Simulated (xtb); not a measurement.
xtb input (GFN2-xTB):

```bash
xtb mol.xyz --gfn 2 --ohess tight --chrg 1 --uhf 0
```
mol.xyz:
```
12

Si     0.25097600    -0.34242280    -0.18843398
O     -0.27936403    -1.59587278    -1.29283881
O      1.95275676    -0.27328061    -0.14235728
N     -0.48979895     1.17846941    -0.69484757
N     -0.34348252    -0.77755034     1.43651178
H      0.17230175    -2.39087631    -0.93468986
H      2.15187290     0.46545450     0.46314785
H     -1.50122715     1.14352586    -0.64734555
H     -0.21254677     1.94043206     0.06810451
H     -0.11059791    -0.00399432     2.05891721
H     -1.42015939    -0.79187143     1.40452346
H     -0.17515446     1.46850812    -1.56672623
```

Output:

```
           -------------------------------------------------
          |                Calculation Setup                |
           -------------------------------------------------

           -------------------------------------------------
          |                 G F N 2 - x T B                 |
           -------------------------------------------------

        Reference                      10.1021/acs.jctc.8b01176
      * Hamiltonian:
        H0-scaling (s, p, d)           1.850000    2.230000    2.230000
        zeta-weighting                 0.500000
      * Dispersion:
        s8                             2.700000
        a1                             0.520000
        a2                             5.000000
        s9                             5.000000
      * Repulsion:
        kExp                           1.500000    1.000000
        rExp                           1.000000
      * Coulomb:
        alpha                          2.000000
        third order                    shell-resolved
        anisotropic                    true
        a3                             3.000000
        a5                             4.000000
        cn-shift                       1.200000
        cn-exp                         4.000000
        max-rad                        5.000000

          ...................................................
          :                      SETUP                      :
          :.................................................:
          :  # basis functions                  33          :
          :  # atomic orbitals                  32          :
          :  # shells                           18          :
          :  # electrons                        32          :
          :  max. iterations                   250          :
          :  Hamiltonian                  GFN2-xTB          :
          :  restarted?                      false          :
          :  GBSA solvation                  false          :
          :  PC potential                    false          :
          :  electronic temp.          300.0000000     K    :
          :  accuracy                    1.0000000          :
          :  -> integral cutoff          0.2500000E+02      :
          :  -> integral neglect         0.1000000E-07      :
          :  -> SCF convergence          0.1000000E-05 Eh   :
          :  -> wf. convergence          0.1000000E-03 e    :
          :  Broyden damping             0.4000000          :
          :  net charge                          1          :
          :  unpaired electrons                  0          :
          ...................................................

 iter      E             dE          RMSdq      gap      omega  full diag
   1    -18.9354968 -0.189355E+02  0.593E+00    8.00       0.0  T
   2    -19.0546566 -0.119160E+00  0.434E+00    7.11       1.0  T
   3    -19.0601121 -0.545544E-02  0.319E+00    7.20       1.0  T
   4    -19.0416869  0.184252E-01  0.186E+00    6.49       1.0  T
   5    -19.0628989 -0.212121E-01  0.796E-01    6.86       1.0  T
   6    -19.0628229  0.760874E-04  0.229E-01    6.88       1.0  T
[...]
   Z      Z             #   av. dist./Å        max./Å        min./Å
   1 H    7 N           5     1.0135920     1.0202228     1.0053194
   1 H    8 O           2     0.9537513     0.9538134     0.9536892
   7 N   14 Si          2     1.7927410     1.8967667     1.6887153
   8 O   14 Si          2     1.5973862     1.5974495     1.5973229

           -------------------------------------------------
          |               Frequency Printout                |
           -------------------------------------------------
 projected vibrational frequencies (cm⁻¹)
eigval :       -0.00    -0.00    -0.00    -0.00    -0.00     0.00
eigval :       31.14   149.64   202.58   223.06   260.77   275.95
eigval :      294.63   299.01   329.58   392.00   514.63   697.63
eigval :      711.68   730.72   760.05   772.44   845.65  1057.57
eigval :     1066.60  1322.33  1448.81  1455.87  1476.53  3357.41
eigval :     3373.97  3386.38  3495.94  3529.27  3651.69  3662.02
 reduced masses (amu)
   1: 12.34   2: 14.18   3: 14.84   4: 15.68   5: 17.44   6: 16.42   7:  1.24   8: 12.96
   9:  9.11  10: 10.90  11: 17.13  12:  7.91  13: 11.54  14:  5.89  15:  2.23  16:  4.65
  17: 15.73  18:  3.13  19:  3.42  20:  2.82  21:  5.56  22:  4.28  23: 13.56  24: 19.24
  25: 21.10  26:  3.01  27:  1.72  28:  1.73  29:  2.85  30:  1.88  31:  1.71  32:  1.80
  33:  1.55  34:  2.13  35:  1.89  36:  1.90
 IR intensities (km·mol⁻¹)
   1:  5.43   2:  2.49   3:  0.51   4: 11.16   5:  8.45   6:  5.29   7:  0.09   8: 27.64
   9:  4.09  10: 48.31  11: 67.78  12: 39.26  13: 81.33  14: 35.69  15:212.31  16: 72.40
  17: 92.32  18: 27.69  19: 72.18  20:290.42  21:277.31  22: 87.87  23: 80.14  24:266.68
  25:364.44  26:300.24  27: 62.38  28: 85.01  29:119.97  30: 66.83  31: 60.02  32: 49.56
  33: 59.45  34: 23.95  35: 92.21  36:131.01
 Raman intensities (Ä⁴*amu⁻¹)
   1:  0.00   2:  0.00   3:  0.00   4:  0.00   5:  0.00   6:  0.00   7:  0.00   8:  0.00
   9:  0.00  10:  0.00  11:  0.00  12:  0.00  13:  0.00  14:  0.00  15:  0.00  16:  0.00
  17:  0.00  18:  0.00  19:  0.00  20:  0.00  21:  0.00  22:  0.00  23:  0.00  24:  0.00
Molecule has no symmetry elements
It seems to be the C1 point group
  25:  0.00  26:  0.00  27:  0.00  28:  0.00  29:  0.00  30:  0.00  31:  0.00  32:  0.00
  33:  0.00  34:  0.00  35:  0.00  36:  0.00
 output can be read by thermo (or use thermo option).
 writing <g98.out> molden fake output.
 recommended (thermochemical) frequency scaling factor: 1.0
           -------------------------------------------------
          |             Thermodynamic Functions             |
           -------------------------------------------------

c1  symmetry found (for desy threshold:  0.10E+00) used in thermo

          ...................................................
          :                      SETUP                      :
          :.................................................:
          :  # frequencies                          30      :
          :  # imaginary freq.                       0      :
          :  linear?                             false      :
          :  only rotor calc.                    false      :
          :  symmetry                               c1      :
          :  rotational number                       1      :
          :  scaling factor                  1.0000000      :
          :  rotor cutoff                   50.0000000 cm⁻¹ :
          :  imag. cutoff                  -20.0000000 cm⁻¹ :
          :.................................................:

    mode    ω/cm⁻¹     T·S(HO)/kcal·mol⁻¹    T·S(FR)/kcal·mol⁻¹   T·S(vib)
   ------------------------------------------------------------------------
       1     31.14    -1.71601 ( 13.08%)    -1.19570 ( 86.92%)    -1.26373
       2    149.64    -0.79808 ( 98.77%)    -0.73156 (  1.23%)    -0.79726
       3    202.58    -0.62897 ( 99.63%)    -0.64190 (  0.37%)    -0.62902
       4    223.06    -0.57666 ( 99.75%)    -0.61339 (  0.25%)    -0.57675
       5    260.77    -0.49391 ( 99.87%)    -0.56713 (  0.13%)    -0.49401
       6    275.95    -0.46471 ( 99.89%)    -0.55038 (  0.11%)    -0.46480
       7    294.63    -0.43148 ( 99.92%)    -0.53098 (  0.08%)    -0.43156
       8    299.01    -0.42410 ( 99.92%)    -0.52662 (  0.08%)    -0.42418
   ------------------------------------------------------------------------

   temp. (K)  partition function   enthalpy   heat capacity  entropy
                                   cal/mol     cal/K/mol   cal/K/mol   J/K/mol
 298.15  VIB   215.                 3726.898     23.223     21.653
         ROT  0.125E+06              888.752      2.981     26.307
         INT  0.269E+08             4615.650     26.204     47.960
         TR   0.898E+27             1481.254      4.968     39.552
         TOT                        6096.9041    31.1720    87.5118   366.1496

       T/K    H(0)-H(T)+PV         H(T)/Eh          T*S/Eh         G(T)/Eh
   ------------------------------------------------------------------------
    298.15    0.971604E-02    0.100331E+00    0.415797E-01    0.587516E-01
   ------------------------------------------------------------------------

         :::::::::::::::::::::::::::::::::::::::::::::::::::::
         ::                  THERMODYNAMIC                  ::
         :::::::::::::::::::::::::::::::::::::::::::::::::::::
         :: total free energy         -18.933063354018 Eh   ::
         ::.................................................::
         :: total energy              -18.991814983420 Eh   ::
         :: zero point energy           0.090615295992 Eh   ::
         :: G(RRHO) w/o ZPVE           -0.031863666590 Eh   ::
         :: G(RRHO) contrib.            0.058751629402 Eh   ::
         :::::::::::::::::::::::::::::::::::::::::::::::::::::

optimized geometry written to: xtbopt.xyz

           -------------------------------------------------
          | TOTAL ENERGY              -18.991814983420 Eh   |
          | TOTAL ENTHALPY            -18.891483652308 Eh   |
          | TOTAL FREE ENERGY         -18.933063354018 Eh   |
          | GRADIENT NORM               0.000212389074 Eh/α |
          | HOMO-LUMO GAP               7.194733347061 eV   |
           -------------------------------------------------
Note: The following floating-point exceptions are signalling: IEEE_UNDERFLOW_FLAG IEEE_DENORMAL
normal termination of xtb

------------------------------------------------------------------------
------------------------------------------------------------------------
 total:
 SCF:
 ANC optimizer:
 analytical hessian:
```

It need not be the lowest isomer of its formula.
